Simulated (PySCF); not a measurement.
A calculated (PBE0, PySCF 2.14, x2c-TZVPall, scalar relativity by spin-free X2C-1e) atom or ion has these occupied shells.

```json
{"shell": "1s α", "electrons": "1", "orbital energy (eV)": "-1288.3", "rms radius, mean of both spins (bohr)": "0.151"}
{"shell": "1s β", "electrons": "1", "orbital energy (eV)": "-1288.2", "rms radius, mean of both spins (bohr)": "0.151"}
{"shell": "2s α", "electrons": "1", "orbital energy (eV)": "-95.061", "rms radius, mean of both spins (bohr)": "0.760"}
{"shell": "2s β", "electrons": "1", "orbital energy (eV)": "-94.830", "rms radius, mean of both spins (bohr)": "0.760"}
{"shell": "2p α", "electrons": "3", "orbital energy (eV)": "-59.905", "rms radius, mean of both spins (bohr)": "0.776"}
{"shell": "2p β", "electrons": "3", "orbital energy (eV)": "-59.748", "rms radius, mean of both spins (bohr)": "0.776"}
{"shell": "3s α", "electrons": "1", "orbital energy (eV)": "-12.741", "rms radius, mean of both spins (bohr)": "3.00"}
```

Q: Name the element and its charge.

A: Mg+ (magnesium, charge +1), in [Ne] 3s1, 2S determinant.
